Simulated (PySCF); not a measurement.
Run record: geometry optimisation, [NbCl6]-, `[Cl][Nb-]([Cl])([Cl])([Cl])([Cl])[Cl]`.

Computed with PBE0-D3(BJ)/def2-SVP geometry optimisation, gas phase, def2 core potentials past Kr (PySCF 2.14.0). Start geometry: GFN2-xTB. A driver script takes a list of jobs; this job's settings line and coordinates (Å) are shown.

Input:
```
{"job": {"xc": "PBE0", "basis": "def2-SVP", "d3": "d3bj", "grid": 1, "maxiter": 30, "kind": "geom"}, "charge": -1, "multiplicity": 1}
Nb    -0.000160    -0.000060    -0.000190
Cl    -0.016010    -0.008670     2.377290
Cl     0.016150     0.008820    -2.377170
Cl     2.377240     0.004400     0.015940
Cl    -2.377310    -0.004270    -0.015910
Cl    -0.004170     2.377290     0.008830
Cl     0.004260    -2.377510    -0.008780
```

Output:
```
step   0  E = -2816.85470005  max force = 0.005077
step   1  E = -2816.85512503  max force = 0.002127
step   2  E = -2816.85518648  max force = 0.000079
step   3  E = -2816.85518379  max force = 0.000219
step   4  E = -2816.85518680  max force = 0.000071
optimisation converged
```

Energies in Eh; «max force» is the largest Cartesian gradient component in Eh/bohr.

Q: How much energy does the optimisation release, in kcal/mol?

A: E(step 0) − E(last step) = 0.000487 Eh, which is 0.3 kcal/mol.

Q: Give the first gradient maximum in eV/Å.

A: With 1 Eh/bohr = 51.422 eV/Å, 0.261 eV/Å.

Main results: final energy -2816.85519 Eh after 4 steps.

Q: Give the final coordinates.

A: 0.014 Å rms from the input after alignment:
```
atom  x, y, z in Å
Nb1    0.0000    0.0002    0.0000
Cl2   -0.0151   -0.0093    2.3617
Cl3    0.0158    0.0092   -2.3617
Cl4    2.3617    0.0032    0.0166
Cl5   -2.3617   -0.0036   -0.0161
Cl6   -0.0054    2.3619    0.0080
Cl7    0.0048   -2.3615   -0.0084
```

Q: Estimate the wall time. Hardware: one thread, AMD EPYC 9R14 (x86_64), no GPU, shared host with 192 logical CPUs at a one-minute load of 97. And the peak memory of the process?

A: About 50 s, with 0.59 GiB resident at the peak, the Python interpreter and its libraries included.
Labels such as C1 count atoms from 1, the log's own numbers from 0.
